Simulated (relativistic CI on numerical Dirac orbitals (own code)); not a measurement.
**Level scheme of Ta²⁵⁺**

These numbers are calculated, not measured: Dirac-Coulomb-Breit CI, orbitals from a KLI potential per configuration, a model potential for QED, unscaled Slater integrals (own radial code, finite nucleus).

CI space (outside the closed core [Ar] 3d10): 4s²4p⁶4d¹⁰4f², 4s²4p⁶4d¹⁰4f5s, 4s²4p⁶4d⁹4f³, 4s²4p⁶4d¹⁰5s², 4s²4p⁶4d¹⁰4f5p, 4s²4p⁶4d¹⁰5s5p, 4s²4p⁵4d¹⁰4f³, 4s²4p⁶4d¹⁰4f5d, 4s²4p⁶4d¹⁰5p², 4s²4p⁶4d¹⁰5s5d, 4s²4p⁶4d¹⁰5p5d, 4s²4p⁶4d⁹4f²5s, 4s²4p⁶4d⁹4f5s², 4s²4p⁶4d¹⁰4f5f, 4s4p⁶4d¹⁰4f³, 4s²4p⁶4d⁹4f5s5p. Levels of other configurations are missing.

The lowest level is 4s²4p⁶4d¹⁰4f² ³H4, with 89 % of that term; Hund's rules for 4s²4p⁶4d¹⁰4f² give ³H with J = 4, in agreement.

| No. | Configuration | Term | J | E (eV) | % | Landé g | Lifetime (s) |
| --- | --- | --- | --- | --- | --- | --- | --- |
| 1 | 4s²4p⁶4d¹⁰4f² | ³H | 4 | 0.000 | 89 | 0.821 |  |
| 2 | 4s²4p⁶4d¹⁰4f² | ³F | 2 | 2.319 | 88 | 0.704 | 3.65e+02 |
| 3 | 4s²4p⁶4d¹⁰4f² | ³H | 5 | 2.816 | 100 | 1.031 | 3.64e-03 |
| 4 | 4s²4p⁶4d¹⁰4f² | ¹G | 4 | 4.401 | 47 | 1.089 | 7.85e-03 |
| 5 | 4s²4p⁶4d¹⁰4f² | ³F | 3 | 4.441 | 100 | 1.081 | 8.11e-03 |
| 6 | 4s²4p⁶4d¹⁰4f² | ³H | 6 | 5.255 | 95 | 1.156 | 6.14e-03 |
| 7 | 4s²4p⁶4d¹⁰4f² | ³F | 4 | 7.738 | 55 | 1.131 | 2.19e-03 |
| 8 | 4s²4p⁶4d¹⁰4f² | ¹D | 2 | 8.551 | 59 | 1.117 | 2.41e-03 |
| 9 | 4s²4p⁶4d¹⁰4f² | ³P | 0 | 9.156 | 94 |  | 5.34e-01 |
| 10 | 4s²4p⁶4d¹⁰4f² | ³P | 1 | 10.415 | 100 | 1.498 | 1.36e-02 |
| 11 | 4s²4p⁶4d¹⁰4f² | ¹I | 6 | 10.550 | 95 | 1.005 | 2.74e-03 |
| 12 | 4s²4p⁶4d¹⁰4f² | ³P | 2 | 12.491 | 69 | 1.337 | 1.92e-03 |
| 13 | 4s²4p⁶4d¹⁰4f² | ¹S | 0 | 22.041 | 94 |  | 3.50e-04 |
| 14 | 4s²4p⁶4d¹⁰4f5s | ³F° | 2 | 114.184 | 100 | 0.663 | 8.89e-07 |
| 15 | 4s²4p⁶4d¹⁰4f5s | ³F° | 3 | 114.561 | 72 | 1.057 | 9.40e-07 |
| 16 | 4s²4p⁶4d¹⁰4f5s | ³F° | 4 | 117.422 | 100 | 1.248 | 7.85e-07 |
| 17 | 4s²4p⁶4d¹⁰4f5s | ¹F° | 3 | 118.145 | 72 | 1.021 | 4.06e-07 |
| 18 | 4s²4p⁶4d¹⁰4f5p | ³G | 3 | 154.735 | 69 | 0.833 | 7.46e-11 |
| 19 | 4s²4p⁶4d¹⁰4f5p | ³F | 2 | 155.437 | 53 | 0.853 | 7.29e-11 |
| 20 | 4s²4p⁶4d¹⁰4f5p | ³D | 3 | 158.200 | 47 | 1.179 | 7.43e-11 |
| 21 | 4s²4p⁶4d¹⁰4f5p | ³G | 4 | 158.687 | 42 | 1.093 | 7.11e-11 |
| 22 | 4s²4p⁶4d¹⁰4f5p | ³F | 3 | 178.055 | 41 | 0.969 | 1.89e-11 |
| 23 | 4s²4p⁶4d¹⁰4f5p | ³F | 2 | 179.412 | 44 | 0.921 | 1.82e-11 |
| 24 | 4s²4p⁶4d¹⁰4f5p | ³G | 4 | 179.908 | 57 | 1.099 | 1.78e-11 |
| 25 | 4s²4p⁶4d¹⁰4f5p | ³D | 1 | 180.873 | 99 | 0.495 | 1.72e-11 |
| 26 | 4s²4p⁶4d¹⁰4f5p | ³D | 3 | 182.191 | 50 | 1.174 | 1.85e-11 |
| 27 | 4s²4p⁶4d¹⁰4f5p | ¹G | 4 | 182.371 | 58 | 1.100 | 1.77e-11 |
| 28 | 4s²4p⁶4d¹⁰4f5p | ³G | 5 | 182.931 | 100 | 1.198 | 1.73e-11 |
| 29 | 4s²4p⁶4d¹⁰4f5p | ¹D | 2 | 184.771 | 59 | 1.050 | 1.73e-11 |
| 30 | 4s²4p⁶4d⁹4f³ | ⁵H° | 3 | 187.560 | 49 | 0.699 | 2.02e-09 |
| 31 | 4s²4p⁶4d⁹4f³ | ⁵H° | 4 | 187.762 | 51 | 0.948 | 6.92e-09 |
| 32 | 4s²4p⁶4d⁹4f³ | ⁵G° | 2 | 188.200 | 94 | 0.352 | 1.05e-07 |
| 33 | 4s²4p⁶4d⁹4f³ | ⁵H° | 5 | 188.999 | 54 | 1.077 | 1.29e-08 |
| 34 | 4s²4p⁶4d⁹4f³ | ⁵H° | 6 | 190.624 | 52 | 1.159 | 5.63e-08 |
| 35 | 4s²4p⁶4d⁹4f³ | ⁵D° | 2 | 190.653 | 43 | 1.263 | 2.41e-09 |
| 36 | 4s²4p⁶4d⁹4f³ | ⁵D° | 1 | 191.142 | 60 | 1.171 | 1.20e-09 |
| 37 | 4s²4p⁶4d⁹4f³ | ⁵D° | 4 | 191.186 | 43 | 1.324 | 8.60e-09 |
| 38 | 4s²4p⁶4d⁹4f³ | ⁵D° | 3 | 191.226 | 51 | 1.344 | 3.68e-09 |
| 39 | 4s²4p⁶4d⁹4f³ | ⁵G° | 5 | 191.367 | 25 | 1.010 | 1.15e-09 |
| 40 | 4s²4p⁶4d⁹4f³ | ⁵G° | 3 | 191.519 | 52 | 0.817 | 5.03e-10 |
| 41 | 4s²4p⁶4d⁹4f³ | ⁵G° | 4 | 191.748 | 40 | 0.970 | 1.43e-09 |
| 42 | 4s²4p⁶4d⁹4f³ | ⁵L° | 7 | 191.942 | 35 | 0.979 | 1.67e-07 |
| 43 | 4s²4p⁶4d⁹4f³ | ⁵D° | 0 | 192.087 | 90 |  | 1.60e-08 |
| 44 | 4s²4p⁶4d⁹4f³ | ⁵K° | 6 | 192.159 | 27 | 1.017 | 6.74e-09 |
| 45 | 4s²4p⁶4d⁹4f³ | ⁵H° | 7 | 192.798 | 49 | 1.179 | 4.32e-08 |

Energies count from the lowest computed level; ° marks odd parity; lifetimes are radiative, by E1, M1, E2, M2 decay to levels of this space only.

The mean weight of the leading LS term, summed over parents, in these 45 levels is 66 %, and that of the leading jj configuration (from the same eigenvectors) 81 %, so jj coupling describes them better and the LS labels are nominal.

At this charge energies of transitions that change n are usually good to better than 1 %, and those within a shell (Δn = 0) to a few per cent. Terms inside the open d or f shell come out 10 to 20 % too wide with unscaled integrals.

Landé's interval rule says that E(J) − E(J−1) = AJ with one A. For the ground term the intervals give A = 4541.8, 3279.1 cm⁻¹ for J = 5, 6; the multiplet is regular.

LS names give the leading component of a level, which can be under half, so a name can repeat, a term be missing and a line seem to break the LS rules.
